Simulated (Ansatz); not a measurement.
Calculated with Ansatz (gas phase, PBE0-D4/def2-TZVP geometries, no zero-point term in ΔE). CCSD(T)/CBS is the MP2 limit (def2-TZVPP, def2-QZVPP) plus CCSD(T) − MP2 in def2-TZVPP, frozen cores. Functionals use def2-TZVPP. One conformer a species, not always the lowest.

Reaction (formal exchange of groups at a C–O bond): `CO[Si](N)(F)F` + `CC(C)OC(C)(C)C` → `CC(C)(C)OC(C)(C)C` + `N[Si](O)(F)F`

CCSD(T)/CBS gives -0.51 eV.

(1) Another level gave -0.42 eV. Which?
A. r2SCANh/def2-TZVPP
B. PBE-QIDH/def2-TZVPP
C. BLYP/def2-TZVPP
D. CAM-B3LYP-D4/def2-TZVPP

Largest T1 diagnostic among the species: 0.011.

Answers

(1) A. r2SCANh -0.42, CAM-B3LYP-D4 -0.36, PBE-QIDH -0.47, BLYP -0.23 eV.

From BLYP to BHLYP (50 % exact exchange), in def2-TZVPP and without D4, ΔE moves by −0.06 eV. The D4 term adds −0.09 eV with B3LYP and −0.05 eV with PBE0; it sums over pairs of atoms, weighted by their polarisabilities, and B3LYP, whose exchange is more repulsive, gets the larger term.

B3LYP here is the variant with VWN-RPA as its local correlation; programs differ in this.
